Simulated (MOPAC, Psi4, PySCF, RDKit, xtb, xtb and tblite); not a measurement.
Two geometries of C4H10S, SMILES S(C)CCC, relaxed at GFN2-xTB with one dihedral held; other torsions can differ between them too.

Structure A

```
15

C     -2.2841    -0.3413     0.2411
C     -0.8586    -0.1964     0.7614
C      0.0051     0.8349     0.0125
S     -0.8000     1.7173    -1.3688
C     -1.4856     3.1461    -0.4814
H     -2.8452     0.5818     0.3606
H     -2.2796    -0.6051    -0.8134
H     -2.7972    -1.1251     0.7938
H     -0.8989     0.0819     1.8175
H     -0.3691    -1.1700     0.7003
H      0.3808     1.6053     0.6840
H      0.8592     0.3449    -0.4539
H     -0.6744     3.7269    -0.0501
H     -2.1695     2.8122     0.2929
H     -2.0184     3.7423    -1.2147
```

Structure B

```
15

C     -2.2184    -0.3021     0.0080
C     -0.8371    -0.2871     0.6487
C     -0.0272     0.9241     0.2051
S     -0.4736     2.4473     1.1077
C      0.4387     2.1686     2.6508
H     -2.7476     0.6187     0.2442
H     -2.1356    -0.3840    -1.0734
H     -2.8026    -1.1425     0.3752
H     -0.9349    -0.2896     1.7360
H     -0.2936    -1.1927     0.3646
H      1.0416     0.7726     0.3610
H     -0.2042     1.1454    -0.8462
H      1.5013     2.0930     2.4351
H      0.0819     1.2658     3.1385
H      0.2485     3.0285     3.2840
```

Which is lower in energy at the level B3LYP-D3(BJ)/def2-TZVP // GFN2-xTB (Psi4), and by how much?

B is lower, by 21.57 kJ/mol (dihedral C1–C2–C3–S4: 0° in A, 80° in B).

E(B) − E(A) in kJ/mol at the other levels, on the same two geometries: GFN2-xTB (xtb and tblite) -16.52; MMFF94 // GFN2-xTB (RDKit) -24.13; B3LYP/def2-TZVP // GFN2-xTB (Psi4) -23.03; PBE/def2-TZVP // GFN2-xTB (Psi4) -21.31; PBE-D3(BJ)/def2-TZVP // GFN2-xTB (Psi4) -20.47; UFF // GFN2-xTB (RDKit) -29.11; PM6, restricted, heats of formation // GFN2-xTB (MOPAC) -12.28; PM7, restricted, heats of formation // GFN2-xTB (MOPAC) -14.66; GFN1-xTB // GFN2-xTB (xtb) -11.09; restricted B3LYP/6-31G*, spherical d, density fitting // GFN2-xTB (PySCF) -23.14; restricted MP2 (frozen core)/6-31G*, spherical d // GFN2-xTB (PySCF) -24.50; restricted B3LYP/3-21G // GFN2-xTB (PySCF) -21.63; restricted MP2 (frozen core)/3-21G // GFN2-xTB (PySCF) -22.97.
